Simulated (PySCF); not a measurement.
## `N#C[C@@H]1C[Si@H]1C[SiH3]`: 4 charge schemes on one density

C₄H₉NSi₂.
Cartesian coordinates in Å at the GFN2-xTB level; atoms count from 1:
```
atom  x, y, z in Å
N1    -3.504    1.431   -1.219
C2    -2.566    0.841   -0.918
C3    -1.408    0.152   -0.519
C4    -1.483   -0.622    0.820
Si5   -0.336    0.862    0.897
C6     1.538    0.635    0.797
Si7    2.171   -0.935   -0.085
H8    -0.926   -0.365   -1.341
H9    -2.450   -0.585    1.303
H10   -1.101   -1.633    0.776
H11   -0.849    2.063    1.540
H12    1.927    0.645    1.815
H13    1.966    1.509    0.307
H14    1.657   -2.117    0.609
H15    1.722   -0.929   -1.478
H16    3.635   -0.941   -0.049
```

Density: PBE0/pcSseg-1 (PySCF); schemes: Mulliken, IAO, Hirshfeld and ESP-fitted. One conformer (not necessarily the lowest) at the GFN2-xTB geometry, without solvent, vibrations or thermal averaging.

**Question.** Give the atomic charges in each scheme.

**Answer.** In e:

| atom | environment | Mulliken | IAO | Hirshfeld | ESP-fitted |
| --- | --- | --- | --- | --- | --- |
| N1 | nitrile nitrogen | -0.269 | -0.283 | -0.254 | -0.500 |
| C2 | nitrile carbon | +0.141 | +0.141 | +0.065 | +0.391 |
| C3 | sp3 carbon bound to silicon | -0.502 | -0.410 | -0.103 | -0.251 |
| C4 | sp3 carbon bound to silicon | -0.419 | -0.521 | -0.159 | -0.466 |
| Si5 | SiH silicon | +0.762 | +0.842 | +0.368 | +0.310 |
| C6 | sp3 carbon bound to silicon | -0.861 | -0.818 | -0.236 | -0.590 |
| Si7 | SiH3 silicon | +0.486 | +0.612 | +0.328 | +0.427 |
| H8 | methine hydrogen | +0.188 | +0.183 | +0.058 | +0.165 |
| H9 | methylene hydrogen | +0.166 | +0.173 | +0.052 | +0.198 |
| H10 | methylene hydrogen | +0.164 | +0.164 | +0.048 | +0.177 |
| H11 | Si–H hydrogen | -0.012 | -0.086 | -0.051 | +0.006 |
| H12 | methylene hydrogen | +0.180 | +0.173 | +0.049 | +0.209 |
| H13 | methylene hydrogen | +0.183 | +0.173 | +0.050 | +0.193 |
| H14 | Si–H hydrogen | -0.070 | -0.117 | -0.072 | -0.085 |
| H15 | Si–H hydrogen | -0.071 | -0.117 | -0.072 | -0.086 |
| H16 | Si–H hydrogen | -0.066 | -0.107 | -0.072 | -0.100 |

Mean size of the charges over all atoms: IAO 0.307 e, Mulliken 0.284 e, ESP-fitted 0.260 e, Hirshfeld 0.127 e. Each set sums to the total charge, 0, to within 0.001 e. The Hirshfeld scheme weights the molecular density at each point by an atom's share of the summed free-atom densities. The ESP scheme is a least-squares fit of atom-centred charges to the potential on four shells outside the van der Waals surface, with the total charge fixed.

Lowest charge. The schemes don't all agree: Mulliken C6 (-0.861); IAO C6 (-0.818); Hirshfeld N1 (-0.254); ESP-fitted C6 (-0.590).

Highest charge. The schemes don't all agree: Mulliken Si5 (+0.762); IAO Si5 (+0.842); Hirshfeld Si5 (+0.368); ESP-fitted Si7 (+0.427).

**Question.** How closely do the schemes follow one another over all atoms?

**Answer.** Correlation coefficient and root-mean-square difference: Mulliken with IAO 0.99, 0.058 e; IAO with Hirshfeld 0.95, 0.244 e; Mulliken with Hirshfeld 0.91, 0.235 e; IAO with ESP-fitted 0.90, 0.180 e; Mulliken with ESP-fitted 0.89, 0.171 e; Hirshfeld with ESP-fitted 0.88, 0.180 e.

**Question.** How many electrons does the ESP-fitted scheme count on Si7?

**Answer.** Z − q = 14 − (+0.427) ≈ 13.572.
